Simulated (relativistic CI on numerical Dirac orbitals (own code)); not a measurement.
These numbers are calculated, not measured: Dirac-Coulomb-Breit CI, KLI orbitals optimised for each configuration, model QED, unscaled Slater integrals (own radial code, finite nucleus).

The strongest absorption lines from the ground level of an ion, among the configurations computed and to levels below about 63.3 eV (vacuum wavelength in nm, gf): 19.815 (0.16), 19.856 (0.58), 22.495 (0.3), 22.725 (0.72), 27.152 (0.096), 28.979 (0.47), 30.345 (1.1), 31.054 (0.27).

(1) Which ion is it?
A. Re V
B. Au XI
C. Au IX
D. Ir VII

## Answers

(1) C. Au IX has 71 electrons and the ground level 5s²5p⁶5d³ ⁴F3/2; the strongest line goes to 5s²5p⁶5d²6p ⁴F°3/2. The pattern of lines fixes the number of electrons, and along that sequence the line energies rise steadily with the charge (about as its square where n changes within one kind of shell, about linearly where n is kept but much faster in heavy ions where fine structure, which grows about as Z⁴, sets the gap, and irregularly where shells cross), which fixes Z. Configurations outside the model, such as inner-shell arrays, can give stronger lines. At this charge configurations can still be misplaced by up to about 7 % of their energy. Terms inside the open d or f shell come out 10 to 20 % too wide with unscaled integrals. Levels and lines within the n = 5 or 6 shells can be off by up to 10 % or somewhat more, and those that change n by about 2 %, since core polarisation is missing.

LS names give the leading component of a level, which can be under half, so a name can repeat, a term be missing and a line seem to break the LS rules.
